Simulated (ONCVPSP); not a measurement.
**An all-electron radial function and its pseudo partner (Mg)**

Columns: radius, all-electron u(r) and pseudo u(r) of the 2p shell (level -46.71 eV) of magnesium in the configuration [He] 2s2 2p6 3s2; LDA (Perdew-Zunger), scalar-relativistic, ONCV scheme, ONCVPSP 4.0.1.

| r (bohr) | all-electron | pseudo |
| --- | --- | --- |
| 0.070 | 0.1742 | 0.1010 |
| 0.140 | 0.4760 | 0.3604 |
| 0.210 | 0.7495 | 0.6756 |
| 0.280 | 0.9497 | 0.9438 |
| 0.350 | 1.0746 | 1.1097 |
| 0.420 | 1.1359 | 1.1742 |
| 0.490 | 1.1486 | 1.1708 |
| 0.560 | 1.1272 | 1.1344 |
| 0.630 | 1.0827 | 1.0835 |
| 0.700 | 1.0239 | 1.0238 |
| 0.770 | 0.9569 | 0.9568 |
| 0.840 | 0.8862 | 0.8861 |
| 0.910 | 0.8148 | 0.8147 |
| 0.980 | 0.7449 | 0.7448 |
| 1.050 | 0.6777 | 0.6776 |
| 1.120 | 0.6142 | 0.6141 |
| 1.190 | 0.5548 | 0.5547 |
| 1.260 | 0.4997 | 0.4997 |
| 1.330 | 0.4491 | 0.4490 |
| 1.400 | 0.4027 | 0.4027 |
| 1.470 | 0.3606 | 0.3605 |
| 1.540 | 0.3224 | 0.3223 |
| 1.610 | 0.2878 | 0.2878 |
| 1.680 | 0.2567 | 0.2567 |
| 1.750 | 0.2287 | 0.2287 |
| 1.820 | 0.2036 | 0.2036 |

(1) How many radial nodes do the two functions have?

(2) At about which radius was the pseudo-wave matched?

(3) Is the pseudo-wave norm-conserving?

Answers

(1) The all-electron 2p function has n − l − 1 = 0; the pseudo-wave has 0.

(2) 0.70 bohr, where the columns begin to agree (steps of 0.07 bohr).

(3) Yes: the ONCV scheme keeps the norm inside the radius equal to the all-electron one, which fixes the energy derivative of the logarithmic derivative at the level.
